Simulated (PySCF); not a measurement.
Al(Cl)(F)(SH) (AlClFHS), SMILES [F][Al]([SH])[Cl]. Coordinates come from a B3LYP-D3(BJ)/def2-SVP optimisation. The values are those of a single conformer.

Computed equilibrium geometry at B3LYP-D3(BJ)/def2-SVP (PySCF confirms it by a frequency run) as Cartesian coordinates in Å, and its point group (one conformer of several):
point group Cs.
```xyz
5

Al    -0.3480    -0.0315     0.0000
Cl     0.6690    -1.8528     0.0000
F     -2.0074    -0.0274     0.0000
S      0.7272     1.8486     0.0000
H     -0.4164     2.5764     0.0000
```
